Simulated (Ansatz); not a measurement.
One change: `B1CS1` becomes `[CH3][GaH][B]1CS1`.

Ansatz, PBE0-D4/def2-TZVP geometries, multiplicity 1. Each molecule was computed in one conformer, which needn't be the lowest.

Scalar relativity is left out up to krypton.

```
                                                                                  property  `B1CS1`
ideal-gas entropy at 298 K and 1 bar (rigid rotor, harmonic PBE0-D4/def2-TZVP) / J/(mol·K)      260
                                            zero-point energy (PBE0-D4/def2-TZVP) / kJ/mol    104.1
                                          size of the dipole moment (B3LYP/def2-TZVPP) / D     1.01
                                        size of the dipole moment (ωB97M-V/def2-TZVPP) / D     1.00
                                                     LUMO energy (ωB97M-V/def2-TZVPP) / eV     0.76
                                                       HOMO–LUMO gap (PBE/def2-TZVPP) / eV     4.35
```

**Question.** Give the same properties after the change, and the shifts. (Estimate.)

**Answer.** The calculation gave: 
```csv
property,`[CH3][GaH][B]1CS1`,shift
"ideal-gas entropy at 298 K and 1 bar (rigid rotor, harmonic PBE0-D4/def2-TZVP) / J/(mol·K)",390,130
zero-point energy (PBE0-D4/def2-TZVP) / kJ/mol,194.2,90.1
size of the dipole moment (B3LYP/def2-TZVPP) / D,1.19,0.18
size of the dipole moment (ωB97M-V/def2-TZVPP) / D,1.17,0.17
LUMO energy (ωB97M-V/def2-TZVPP) / eV,0.23,-0.53
HOMO–LUMO gap (PBE/def2-TZVPP) / eV,4.05,-0.30
```

With PBE0 the HOMO rises by 0.22 eV and the LUMO falls by 0.20 eV, so the gap narrows by about 0.42 eV. PBE moves the HOMO by 0.22 eV and ωB97M-V by 0.27 eV. The zero-point energy changes by 90.1 kJ/mol with +15 modes. Dipoles are sizes alone; their direction can turn. Modes under 60 cm⁻¹, often nearly free rotors, make the harmonic entropy too high.

B3LYP here is the variant with VWN-RPA as its local correlation; programs differ in this.
